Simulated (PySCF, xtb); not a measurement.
Be(F)(SiH3) (BeFH3Si), SMILES [Be]([F])[SiH3].

Harmonic wavenumbers (cm⁻¹) from GFN2-xTB in xtb at its own minimum, in rising order: 113, 113, 362, 378, 378, 847, 867, 868, 1250, 2169, 2172, 2193.

Q: What does PySCF with PBE0-D3(BJ)/def2-TZVP give at its own minimum? (Estimate from the structure and the level; the computed values follow.)

A: 210, 210, 392, 497, 497, 865, 939, 939, 1332, 2203, 2209, 2209. Paired by order, the mean absolute difference is 66 cm⁻¹ and the zero-point energies are 16.7 and 17.9 kcal/mol.
